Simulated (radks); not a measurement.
The numbers below are computed, except where a source is named.
The table gives one normalised radial function P(r) = r R(r) of Tb in [Xe] 4f9 6s2 (r in bohr). Code: a radial shooting solver on a logarithmic mesh with Libxc functionals. Model: scalar-relativistic Kohn-Sham, PBE, spin-unpolarised, spherical densities, finite nucleus; Fermi nuclear charge, rms radius 5.06 fm.

| r | P |
|---|---|
| 0.0007707 | 0.0006 |
| 0.001053 | 0.0011 |
| 0.001438 | 0.0018 |
| 0.001949 | 0.0031 |
| 0.002663 | 0.0052 |
| 0.003638 | 0.0088 |
| 0.004971 | 0.0149 |
| 0.006791 | 0.0248 |
| 0.009277 | 0.0407 |
| 0.01257 | 0.0642 |
| 0.01718 | 0.0984 |
| 0.02347 | 0.1422 |
| 0.03206 | 0.1875 |
| 0.0438 | 0.2141 |
| 0.05983 | 0.1871 |
| 0.08109 | 0.0767 |
| 0.1108 | -0.1152 |
| 0.1513 | -0.2858 |
| 0.2068 | -0.2592 |
| 0.2825 | 0.0445 |
| 0.3859 | 0.4008 |
| 0.523 | 0.4025 |
| 0.7145 | -0.0736 |
| 0.9761 | -0.6643 |
| 1.333 | -0.9185 |
| 1.822 | -0.7438 |
| 2.469 | -0.4042 |
| 3.373 | -0.1430 |
| 4.608 | -0.0311 |
| 6.295 | -0.0035 |
| 8.6 | -0.0002 |
| 11.75 | 0.0000 |

Which n and l does it have? It may be an empty orbital.

Answer. n = 5, l = 1: the number of nodes gives n - l - 1 = 3, the rise at small r (about r^(l+1), flatter next to the nucleus through relativity) gives l, and the extent must fit the shell. The curve is that of 5p. 5p: eigenvalue -24.833 eV, 3 radial nodes at r = 0.0928, 0.273, 0.688 bohr, <r> = 1.57 bohr, 90 % of the charge inside 2.32 bohr.
